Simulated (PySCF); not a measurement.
C₄H₉NSi₂.
Atom-mapped SMILES: `[CH3:1][Si:2]1([C:3]#[N:4])[CH2:5][SiH2:6][CH2:7]1` (hydrogens: H8, H9, H10 on C1; H11, H12 on C5; H13, H14 on Si6; H15, H16 on C7)

The same species was optimised twice, with GFN2-xTB and with PBE0-D3(BJ)/def2-SVP (PySCF), and the same property calculations (PySCF, gas phase) were run on both structures.

| coordinate | GFN2-xTB | PBE0-D3(BJ)/def2-SVP | change |
| --- | --- | --- | --- |
| C1–Si2 (Å) | 1.896 | 1.866 | -0.030 |
| Si2–C5 (Å) | 1.920 | 1.895 | -0.025 |
| Si2–C7 (Å) | 1.919 | 1.895 | -0.024 |
| C3≡N4 (Å) | 1.146 | 1.160 | +0.014 |
| Si6–C7 (Å) | 1.923 | 1.909 | -0.014 |
| C5–Si6 (Å) | 1.923 | 1.909 | -0.014 |
| Si2–C3 (Å) | 1.873 | 1.869 | -0.004 |
| C5–Si2–C7 (°) | 88.2 | 92.6 | +4.4 |
| Si2–C5–Si6 (°) | 91.9 | 87.8 | -4.1 |
| Si2–C7–Si6 (°) | 91.9 | 87.8 | -4.1 |
| C5–Si6–C7 (°) | 88.0 | 91.7 | +3.7 |
| C3–Si2–C7 (°) | 111.8 | 110.5 | -1.3 |
| C3–Si2–C5 (°) | 111.8 | 110.7 | -1.1 |
| C1–Si2–C7 (°) | 118.2 | 117.2 | -1.0 |
| C1–Si2–C5 (°) | 118.2 | 117.3 | -0.9 |

Rotational constants: A = 2617, B = 1235, C = 1049 MHz (GFN2-xTB) against A = 2606, B = 1286, C = 1096 MHz (PBE0-D3(BJ)/def2-SVP). Point groups within 0.08 Å: Cs and Cs.

On the GFN2-xTB structure: lowest singlet, TDDFT (eV) 6.19 [PBE0/def2-SVPD]; isotropic polarisability (au) 100.2 [PBE0/def2-SVPD]; HOMO (eV) -8.27 [PBE0/def2-SVPD]; LUMO (eV) -0.71 [PBE0/def2-SVPD]; dipole (D) 4.03 [PBE0/def2-SVPD]; HOMO (eV) -8.30 [PBE0/pcSseg-1]; LUMO (eV) -0.64 [PBE0/pcSseg-1]; dipole (D) 3.99 [PBE0/pcSseg-1]; GIAO shielding of C1 (ppm) 185.1 [PBE0/pcSseg-1]; GIAO shielding of Si2 (ppm) 360.3 [PBE0/pcSseg-1]; GIAO shielding of C3 (ppm) 59.5 [PBE0/pcSseg-1]; GIAO shielding of N4 (ppm) -93.7 [PBE0/pcSseg-1]; GIAO shielding of C5/C7 (mean) (ppm) 183.8 [PBE0/pcSseg-1]; GIAO shielding of Si6 (ppm) 389.6 [PBE0/pcSseg-1].

What do these properties become on the PBE0-D3(BJ)/def2-SVP structure?

| property | level | on GFN2-xTB | on PBE0-D3(BJ)/def2-SVP | change |
| --- | --- | --- | --- | --- |
| lowest singlet, TDDFT (eV) | PBE0/def2-SVPD | 6.19 | 6.15 | -0.04 |
| isotropic polarisability (au) | PBE0/def2-SVPD | 100.2 | 100.2 | 0.0 |
| HOMO (eV) | PBE0/def2-SVPD | -8.27 | -8.11 | +0.16 |
| LUMO (eV) | PBE0/def2-SVPD | -0.71 | -0.61 | +0.10 |
| dipole (D) | PBE0/def2-SVPD | 4.03 | 4.01 | -0.02 |
| energy, GFN2-xTB geometry as zero (kcal/mol) | PBE0/def2-SVPD | 0.0 | -3.4 | -3.4 |
| HOMO (eV) | PBE0/pcSseg-1 | -8.30 | -8.14 | +0.16 |
| LUMO (eV) | PBE0/pcSseg-1 | -0.64 | -0.53 | +0.11 |
| dipole (D) | PBE0/pcSseg-1 | 3.99 | 3.97 | -0.02 |
| energy, GFN2-xTB geometry as zero (kcal/mol) | PBE0/pcSseg-1 | 0.0 | -3.0 | -3.0 |
| GIAO shielding of C1 (ppm) | PBE0/pcSseg-1 | 185.1 | 182.8 | -2.3 |
| GIAO shielding of Si2 (ppm) | PBE0/pcSseg-1 | 360.3 | 360.8 | +0.5 |
| GIAO shielding of C3 (ppm) | PBE0/pcSseg-1 | 59.5 | 55.3 | -4.2 |
| GIAO shielding of N4 (ppm) | PBE0/pcSseg-1 | -93.7 | -102.2 | -8.5 |
| GIAO shielding of C5/C7 (mean) (ppm) | PBE0/pcSseg-1 | 183.8 | 187.6 | +3.8 |
| GIAO shielding of Si6 (ppm) | PBE0/pcSseg-1 | 389.6 | 387.2 | -2.4 |

The heavy atoms differ by 0.054 Å rms after alignment. Among bonds between heavy atoms C1–Si2 changes most (-0.030 Å). Changes are differences of the printed values. Neither structure is proved a minimum here.
